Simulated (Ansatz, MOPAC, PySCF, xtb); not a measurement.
Complex: HF (SMILES F) (first 2 atoms) with C3H8 (SMILES CCC); geometry from B3LYP-D3(BJ)/def2-TZVP, rigid monomers moved along the line of their centres of mass till H2···C5 is 4.16 Å.
(charge 0, multiplicity 1):
```xyz
13

F     -0.362     0.091     0.369
H     -0.498     0.356     1.248
C      1.017    -1.189     5.413
C      0.277    -0.143     6.242
C     -0.535     0.825     5.385
H      1.590    -1.867     6.048
H      0.321    -1.794     4.826
H      1.715    -0.720     4.715
H      0.994     0.424     6.842
H     -0.389    -0.641     6.951
H     -1.060     1.568     5.988
H      0.114     1.380     4.699
H     -1.300     0.290     4.810
```

Interaction energies are E(AB) − E(A) − E(B) at the monomers' geometry in the complex; basis-set methods are counterpoise corrected.

Cores are frozen in the correlated methods. Rows in 6-31G* carry no dispersion term and start afresh at each structure (6-31G* with six Cartesian d functions). MP2/6-31G* freezes PySCF's default core. The state that PM7 reach isn't checked; PM7 holds dispersion and hydrogen-bond terms.

Programs: Ansatz (Gaussian orbitals); MOPAC for PM7 (differences of heats of formation); PySCF for 6-31G* rows, the dispersion terms; xtb for the GFN methods. 

```csv
level,interaction energy (meV)
PM7,-10.5
GFN1-xTB,-5.9
PBE/def2-TZVPPD,-11.5
r2SCAN-D3(BJ)/def2-TZVPPD,-14.9
B3LYP/6-31G*,-5.4
PBE0/def2-TZVPPD,-10.4
PBE0-D4/def2-TZVPPD,-10.9
MP2/6-31G*,-8.8
CCSD(T)/aug-cc-pVDZ,?
```

**Question.** Some entries are withheld; supply them.

**Answer.** 
- CCSD(T)/aug-cc-pVDZ, interaction energy (meV): -12.8

Ansatz is a first-principles code.
